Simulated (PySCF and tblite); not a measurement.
The numbers below are computed, except where a source is named.
Stationary points of C3H8B2N2 at GFN2-xTB, in Å:

Structure A

```
 1 B     2.645   -0.211   -0.528
 2 N     1.623    0.377    0.212
 3 B     0.183    0.228    0.132
 4 C    -0.680    1.026    1.108
 5 C    -1.335    1.665    1.889
 6 N    -0.409   -0.615   -0.800
 7 C    -1.813   -0.868   -1.000
 8 H     2.394   -0.972   -1.386
 9 H     3.761    0.062   -0.287
10 H     1.910    1.023    0.935
11 H    -1.912    2.222    2.570
12 H     0.185   -1.131   -1.431
13 H    -2.120   -0.597   -2.016
14 H    -2.048   -1.926   -0.844
15 H    -2.388   -0.274   -0.292
```

Structure B

```
 1 B     2.632   -0.182   -0.486
 2 N     1.594    0.455    0.277
 3 B     0.190    0.274    0.256
 4 C    -0.695    1.095    1.194
 5 C    -1.376    1.748    1.939
 6 N    -0.386   -0.659   -0.626
 7 C    -1.784   -0.969   -0.781
 8 H     2.982    0.275   -1.516
 9 H     3.143   -1.169   -0.091
10 H     1.929    1.142    0.935
11 H    -1.976    2.318    2.589
12 H     0.216   -1.190   -1.236
13 H    -2.128   -0.757   -1.800
14 H    -1.984   -2.024   -0.566
15 H    -2.359   -0.358   -0.087
```

Geometries: GFN2-xTB; energies: PBE0/pcSseg-1 + D3(BJ); zero-point and thermal terms from GFN2-xTB harmonic modes (soft modes blended into free rotors).

Which structure is a saddle point, and along which motion?

B: one imaginary mode (808i cm⁻¹ at GFN2-xTB, mostly on H10, H9, H8), along the rotation about the B1–N2 bond (torsion H–B1–N2–B3 from 0° to 180°, rising).

Give their symmetry and energies above the lowest.

A Cs, 0.0 kcal/mol; B Cs, 27.7 kcal/mol.
